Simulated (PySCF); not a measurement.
C3H6GeO3, charge -1, multiplicity 2. Atoms are numbered in the order given.

```xyz
13

O     -1.1215     1.6741     0.5213
Ge    -0.5489    -0.0081    -0.2299
O     -1.7499    -0.9480     0.8004
O     -0.4394    -1.5712    -1.4394
C      1.1684    -0.3096     0.8727
C      2.3111     0.4457     0.4278
C      3.2397     1.1103     0.0016
H     -0.6563     2.3707     0.0417
H     -1.8438    -1.8035     0.3644
H     -0.0489    -1.2866    -2.2737
H      0.8740    -0.0361     1.8967
H      1.3498    -1.3927     0.8185
H      4.0615     1.6911    -0.3621
```
Charge -1, spin multiplicity 2.

Geometry: B3LYP-D3(BJ)/def2-SVPD. Other conformers were not sampled.

Method: B3LYP/def2-SVPD run with PySCF.

Mulliken values depend strongly on the basis, most of all with diffuse functions as here. ESP charges are fitted to the potential on shells at 1.4 to 2.0 van der Waals radii. Atomic charges (e):

| atom | meta-Löwdin | Mulliken | ESP fit | Mulliken spin |
|---|---|---|---|---|
| O1 | -0.78 | -0.62 | -0.63 | 0.02 |
| Ge2 | 0.85 | 0.96 | 0.24 | 0.98 |
| O3 | -0.77 | -0.70 | -0.66 | -0.03 |
| O4 | -0.81 | -0.56 | -0.75 | 0.03 |
| C5 | -0.41 | -0.06 | 0.17 | 0.03 |
| C6 | 0.01 | 1.10 | -0.10 | 0.02 |
| C7 | -0.32 | -0.91 | -0.53 | 0.01 |
| H8 | 0.28 | 0.09 | 0.27 | -0.02 |
| H9 | 0.31 | 0.15 | 0.38 | 0.00 |
| H10 | 0.28 | 0.04 | 0.29 | -0.02 |
| H11 | 0.12 | -0.11 | 0.03 | 0.00 |
| H12 | 0.12 | -0.14 | 0.02 | 0.00 |
| H13 | 0.13 | -0.25 | 0.26 | 0.00 |
